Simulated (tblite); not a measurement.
Compound: C7H14O2P (charge -1).
Structure used (GFN2-xTB), in Å, numbered top down from 1:
```xyz
24
C7H14O2P angstrom
C      3.4964   -1.1671    0.3287
C      2.2585   -0.6214   -0.3162
C      1.5208    0.3714    0.1454
P      0.0709    1.0092   -0.8024
O      0.0314    0.3798   -2.1525
O      0.0602    2.4977   -0.6950
C     -1.3337    0.2995    0.2463
C     -1.2574    0.8328    1.6671
C     -1.2883   -1.2182    0.2152
C     -2.5873    0.8092   -0.4451
H      3.3631   -2.2212    0.5823
H      4.3440   -1.0979   -0.3551
H      3.7358   -0.6163    1.2376
H      1.9541   -1.0963   -1.2394
H      1.7994    0.9001    1.0498
H     -2.1808    0.6280    2.2176
H     -1.0977    1.9086    1.6324
H     -0.4264    0.3775    2.2048
H     -2.1753   -1.6521    0.6860
H     -1.2361   -1.5502   -0.8192
H     -0.4020   -1.5847    0.7324
H     -3.5023    0.4613    0.0444
H     -2.5839    0.4720   -1.4805
H     -2.5751    1.8980   -0.4489
```

All values are computed: GFN2-xTB (tblite) harmonic vibrations without scaling, gas phase. This tight-binding method is rough: wavenumbers can miss measured ones by several per cent, in bad cases by 10 to 20. One conformer, not necessarily the lowest.

Harmonic wavenumbers (cm⁻¹): 36.6, 50.6, 109.9, 129.9, 163.8, 165.8, 178.5, 196.7, 213.1, 227.4, 271.9, 282.8, 285.5, 335.6, 354.6, 390.7, 422.1, 461.7, 508.8, 621.9, 694.4, 744.2, 865.5, 957.0, 965.2, 973.3, 974.5, 1009.5, 1023.4, 1030.0, 1037.7, 1074.1, 1089.3, 1196.1, 1222.2, 1223.6, 1243.6, 1254.5, 1279.5, 1388.2, 1389.2, 1391.1, 1410.9, 1484.3, 1492.1, 1496.5, 1498.8, 1499.3, 1501.1, 1506.2, 1516.7, 1704.7, 2925.1, 2932.7, 2941.3, 2961.5, 2982.8, 2997.2, 3003.3, 3008.3, 3011.8, 3014.7, 3018.6, 3023.5, 3029.5, 3062.2.

A = 1649, B = 821.6, C = 731.1 MHz; mass 161.073 u (most abundant isotopes); point group C1, symmetry number 1.

Task: What is the zero-point energy?

Result: Half the sum of the wavenumbers: 43229 cm⁻¹ = 123.60 kcal/mol.

Task: Entropy at 298.15 K, 1 bar (ideal gas, RRHO, classical rotation)?

Result: Translation 41.17, rotation 30.16, vibration 42.55: S = 113.9 cal/(mol K).

Task: And Cp and H(298.15 K) − H(0)?

Result: Cp = 49.60 cal/(mol K), of which vibrations give 41.65 (their classical limit is 66 R = 131.2); H(298.15 K) − H(0) = 9.04 kcal/mol without the zero-point energy, 6.67 from vibrations.

Task: What must be added to the electronic energy to get the Gibbs energy at 298.15 K and 1 bar?

Result: ZPE + [H(298.15 K) − H(0)] − T·S = 123.60 + 9.04 − 33.95 = 98.69 kcal/mol.

Task: Blend soft modes into free rotors: weight 1/[1 + (100 cm⁻¹/ν̃)⁴] for the oscillator and the rest for a rotor with moment μB/(μ + B), μ = h/(8π²ν), B = 10⁻⁴⁴ kg m². What vibrational entropy results?

Result: 39.51 cal/(mol K) in place of 42.55, which changes −T·S at 298.15 K by +0.91 kcal/mol.

Task: Which modes carry the vibrational entropy at 298.15 K?

Result: 36.6 cm⁻¹: 5.44; 50.6 cm⁻¹: 4.79; 109.9 cm⁻¹: 3.27; 129.9 cm⁻¹: 2.95; 163.8 cm⁻¹: 2.51; 165.8 cm⁻¹: 2.48 cal/(mol K); the other 60 give 21.12 together.

Hindered rotation and anharmonicity are outside this model. Other conformers, if any are populated, would add a mixing term that is left out. The structure is chiral; the term R ln 2 for an equal mix with its mirror image is left out.

Hardware: one thread of an Arm Neoverse V2, no GPU, shared host. The figure is for the frequency step alone.
